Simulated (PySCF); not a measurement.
## Working out the ionisation energy of As

As [Ar] 3d10 4s2 4p3 (4S) → As⁺ [Ar] 3d10 4s2 4p2 (3P). Calculation: PySCF 2.14, in def2-TZVP (6s5p4d1f, 48 functions); the non-relativistic Hamiltonian (point nucleus). Frozen: [Ar] 3d10. Energies in hartree (1 hartree = 27.21139 eV):

```json
{"part": "UHF", "As (lower)": "-2234.194168", "As⁺ (upper)": "-2233.846901"}
{"part": "CCSD correlation", "As (lower)": "-0.085900", "As⁺ (upper)": "-0.069776"}
{"part": "(T)", "As (lower)": "-0.002858", "As⁺ (upper)": "-0.001697"}
```

Task: What does Hartree-Fock give?

Result: (-2233.846901) − (-2234.194168) = 0.347267 hartree = 9.450 eV.

Task: What do CCSD and CCSD(T) give?

Result: The CCSD correlation energies differ by 0.016124 hartree = 0.439 eV and the triples by 0.001161 hartree = 0.032 eV, so CCSD gives 9.889 eV and CCSD(T) 9.921 eV.

Measured between the centres of the two terms (NIST): 10.008 eV, so CCSD(T) (valence) is off by -0.087 eV.

The calculation is non-relativistic.

What remains against the reference includes basis incompleteness, the frozen core and higher excitations.
